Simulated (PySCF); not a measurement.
**Pd(7+): ionisation energy**

Pd(7+) [Kr] 4d3 (4F) → Pd(8+) [Kr] 4d2 (3F), as a difference of total energies. Computed with PySCF 2.14 in an even-tempered Gaussian basis (22 s from 0.14 bohr⁻², ratio 2.5; 16 p from 0.18 bohr⁻², ratio 2.5; 11 d from 0.18 bohr⁻², ratio 2.5; 5 f from 1.1 bohr⁻², ratio 2.7; 4 g from 1.6 bohr⁻², ratio 2.7), with the spin-free X2C one-electron Hamiltonian (Gaussian nucleus). Correlated levels: outer shells: [Ar] 3d10 frozen; virtual orbitals above 40 to 60 times the deepest correlated orbital energy dropped. The calculations carry no spin-orbit coupling.

Task: Order these methods by the ionisation energy they give, lowest first.
A. MP2 (outer shells)
B. r2SCAN
C. LDA
D. UHF

Result: D (120.33 eV), A (121.16 eV), C (121.53 eV), B (121.71 eV).

A first-order spin-orbit estimate (lowest level to lowest level, LS coupling) adds -0.037 eV.

For comparison: 120 ± 2.1 eV (theoretical estimate listed by NIST; NIST Atomic Spectra Database, ionization energies).
